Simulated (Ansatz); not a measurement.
The lowest singlet and triplet of CH3N (SMILES C=N); geometries from B3LYP-D3(BJ)/def2-TZVP, each state relaxed from the structure named, with no frequency check.
Singlet (charge 0, multiplicity 1):
| atom | x (Å) | y (Å) | z (Å) |
|---|---|---|---|
| C | -0.5574 | 0.1786 | 0.0105 |
| N | 0.6030 | -0.3199 | -0.0120 |
| H | -1.4180 | -0.4908 | 0.0213 |
| H | -0.7786 | 1.2508 | 0.0202 |
| H | 1.3198 | 0.4081 | -0.0201 |

| level | gap E(singlet) − E(triplet), vertical, at the singlet's geometry (kcal/mol) | cost |
|---|---|---|
| R-HF/cc-pVDZ | -87.33 | - |
| R-HF/cc-pVQZ | -85.62 | - |
| U-SVWN5/def2-TZVPP | -98.60 | ×0.6 |
| U-PBE/def2-TZVPP | -98.27 | ×1 |
| R-B3LYP/def2-TZVPP | -99.76 | ×0.7 |
| U-PBE0/def2-TZVPP | -97.59 | ×1 |
| R-wB97M-V/def2-TZVPP | -103.50 | ×3 |
| U-wB97M-V/def2-TZVPP | -103.50 | ×3 |
| R-MP2/cc-pVTZ | -112.23 | - |
| R-MP2/cc-pVQZ | -112.23 | - |
| R-CCSD/cc-pVDZ | -108.00 | - |
| U-CCSD/cc-pVDZ | -108.00 | - |
| R-CCSD/cc-pVQZ | -105.61 | - |
| R-CCSD(T)/cc-pVDZ | -109.91 | ×0.8 |
| R-CCSDT(Q)/cc-pVDZ | -109.91 | ×10 |
| SA-CASSCF(4,3)/cc-pVDZ | -113.69 | - |
| SA-CASSCF(4,3)/cc-pVTZ | -114.70 | - |
| SA-CASSCF(4,3)/cc-pVQZ | -114.36 | - |
| SC-NEVPT2 on SA-CASSCF(4,3)/cc-pVTZ | -127.26 | - |
| FIC-MRCISD+Q on SA-CASSCF(4,3)/cc-pVTZ | -121.46 | - |

The rows run from -127.26 (SC-NEVPT2 on SA-CASSCF(4,3)/cc-pVTZ) to -85.62 kcal/mol (R-HF/cc-pVQZ). In cc-pVDZ the value moves R-HF -87.33, R-CCSD -108.00, R-CCSD(T) -109.91, a shift of -22.58 from R-HF to R-CCSD(T). From cc-pVTZ to cc-pVQZ R-MP2 changes by 0.00. The 4 U-functionals in def2-TZVPP without D3 or D4 span 5.91, from U-wB97M-V to U-PBE0.

A positive gap puts the triplet lower; no zero-point energy. R- takes a restricted singlet. U- takes an unrestricted singlet (broken symmetry where lower, unprojected). The triplet is unrestricted in single-reference levels. Active spaces average the two states. CCSD(T) and the multireference levels part by over 6 kcal/mol here: they may describe different states of a spin, or one family misses.

Frozen-core correlation.

The values were computed with Ansatz (Gaussian basis) for Hartree–Fock, density functionals and correlated methods. 

Costs are rough ratios of core time to R-PBE/def2-TZVPP (about 5 s over the structures, on one shared machine); a dash marks a level with no comparable run of its own.

Ansatz is a quantum-chemistry and plane-wave program.
